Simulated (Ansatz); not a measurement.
`C[SiH2]Br` + H₂Se → `[SeH][SiH2]Br` + CH₄ at 298.15 K and 1 bar (ligand exchange at the Si–C bond).

Program: Ansatz. Geometries: PBE0-D4/def2-TZVP. ΔE: electronic, gas phase. CBS: MP2 limit from def2 TZ/QZ plus the TZ coupled-cluster correction, frozen cores. This one scheme is used for every species. For Br, Se outer-core shells are correlated without core-valence functions, which leaves a few kJ/mol of doubt a bond. Scalar relativity is left out up to krypton. One conformer a species, not always the lowest.

| species | CCSD(T)/CBS energy (Eh) | H − E (kJ/mol) | S (J/(mol·K)) |
| --- | --- | --- | --- |
| `C[SiH2]Br` | -2903.51417 | 159.8 | 309.7 |
| H₂Se | -2401.89790 | 45.8 | 219.1 |
| `[SeH][SiH2]Br` | -5264.97418 | 86.4 | 330.4 |
| CH₄ | -40.46206 | 127.4 | 186.2 |

H − E and S are ideal-gas, rigid-rotor, harmonic terms from PBE0-D4/def2-TZVP, for one conformer and one mirror image of each species. 1 Eh = 2625.50 kJ/mol, R = 8.31446 J/(mol·K).

Problem. By hand: ΔE, ΔH, ΔS and ΔG.

Solution. ΔE = (-5264.97418) + (-40.46206) − (-2903.51417) − (-2401.89790) = -0.02417 Eh = -63.5 kJ/mol. Δ(H − E) = 86.4 + 127.4 − 159.8 − 45.8 = 8.2, so ΔH = -55.3 kJ/mol. ΔS = 330.4 + 186.2 − 309.7 − 219.1 = -12.2 J/(mol·K). ΔG = -55.3 − 298.15 × (-12.2)/1000 = -51.7 kJ/mol.

Problem. By hand: the equilibrium constant, and the temperature at which ΔG would vanish if ΔH and ΔS stayed fixed.

Solution. log₁₀ K = −ΔG/(RT ln 10) = 9.1. ΔG = 0 at ΔH/ΔS = 4533 K, far beyond where these terms or the molecules hold.

The number of gas molecules stays the same, so ΔS is small and ΔH decides. A doubt of 5 kJ/mol in ΔE shifts log₁₀ K by 0.9 here. Other conformers and mirror images would add mixing entropy, several J/(mol·K) or more a flexible species. These are equilibria of isolated gas molecules and say nothing of rates. Largest T1 diagnostic: 0.008 (customary marks: 0.02 for closed shells, 0.045 for open ones).
